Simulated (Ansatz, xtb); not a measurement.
Relative energy of two isomers of C5H6OS

We compare X, `OC1=C(S)CC=C1`, a singlet, with Y, `OC1=CCC(S)=C1`, a singlet. Both are isolated molecules in the gas phase, relaxed with B3LYP-D3(BJ)/def2-SVP; the shapes shown needn't be the lowest conformers.

X (Å):

```xyz
13

C    -1.8841    0.1710    1.5845
C    -2.6149    0.3686    0.4482
C    -2.4139   -0.8124   -0.4630
C    -1.4574   -1.6813    0.3114
C    -1.1616   -1.1014    1.4956
O    -1.7902    0.9697    2.6538
S    -3.7035    1.7376    0.2283
H    -2.3623    1.7403    2.4800
H    -2.9088    2.5381   -0.5344
H    -3.3614   -1.3416   -0.6765
H    -1.9953   -0.5277   -1.4473
H    -1.0717   -2.6336   -0.0546
H    -0.5017   -1.4789    2.2771
```

Y (Å):

```yaml
atoms:
  - { symbol: C, position_ang: [-2.7296, -0.0496, 1.7282] }
  - { symbol: C, position_ang: [-3.5850, -0.0180, 0.6783] }
  - { symbol: C, position_ang: [-2.7836, -0.1646, -0.5872] }
  - { symbol: C, position_ang: [-1.3573, -0.2831, -0.0971] }
  - { symbol: C, position_ang: [-1.3451, -0.2132, 1.2566] }
  - { symbol: O, position_ang: [-3.0722, 0.0535, 3.0343] }
  - { symbol: S, position_ang: [-0.0410, -0.4755, -1.2447] }
  - { symbol: H, position_ang: [-2.2789, -0.0013, 3.5804] }
  - { symbol: H, position_ang: [-4.6660, 0.0934, 0.7261] }
  - { symbol: H, position_ang: [-3.0688, -1.0566, -1.1753] }
  - { symbol: H, position_ang: [-2.8914, 0.7013, -1.2666] }
  - { symbol: H, position_ang: [0.9593, -0.5281, -0.3357] }
  - { symbol: H, position_ang: [-0.4678, -0.2673, 1.9053] }
```

Energies in hartree; the thermal terms are from GFN2-xTB frequencies at re-optimised GFN2-xTB minima (ideal gas, soft modes damped towards free rotors, one conformer each, 298.15 K, 1 atm) and include the zero-point energy:

```
                              X           Y
E, CCSD(T)/def2-SVP  −665.927387  −665.918932
    E, MP2/def2-SVP  −665.836201  −665.827599
  E, MP2/def2-TZVPP  −666.514757  −666.507470
  zero-point energy     0.093118     0.093162
       H(298 K) − E     0.101351     0.101240
       G(298 K) − E     0.061517     0.062045
```

Task: Correct the CCSD(T) difference for the basis set by the MP2 change, then work out ΔE, ΔE₀, ΔH and ΔG for X → Y in kJ/mol (1 Eh = 2625.50 kJ/mol) and the equilibrium ratio [Y]/[X].

Result: 1. Differences Y − X: CCSD(T) +0.008455, MP2 in the small set +0.008602, MP2 in the large set +0.007287 Eh.
2. ΔE = +0.008455 + (+0.007287 − (+0.008602)) = +0.007140 Eh = +18.75 kJ/mol.
3. ΔE₀ = ΔE + ΔZPE = +0.007140 + (+0.000044) Eh = +18.86 kJ/mol.
4. ΔH = ΔE + (−0.000111) Eh = +18.45 kJ/mol.
5. ΔG = ΔE + (+0.000528) Eh = +20.13 kJ/mol, so ΔS = (ΔH − ΔG)/T = −5.6 J/(mol K).
6. kT = 0.9442 mEh, so K = [Y]/[X] = exp(−ΔG/kT) = exp(−8.12) ≈ 3.0 × 10^−4.

Structure X is favoured at this temperature. An error of 4 kJ/mol in ΔG would change K by a factor of 5. Mirror images and further conformers aren't counted.

As drawn, both hold the same kinds of bond in the same numbers.

Other levels gave ΔE = +21.6 (B3LYP-D3(BJ)/def2-SVP); +24.4 (HF/def2-SVP); +22.6 (MP2/def2-SVP); +22.2 (CCSD(T)/def2-SVP) kJ/mol. The correlated steps freeze 11 core orbitals. Programs: Ansatz 0.2.0, xtb 6.7.1.
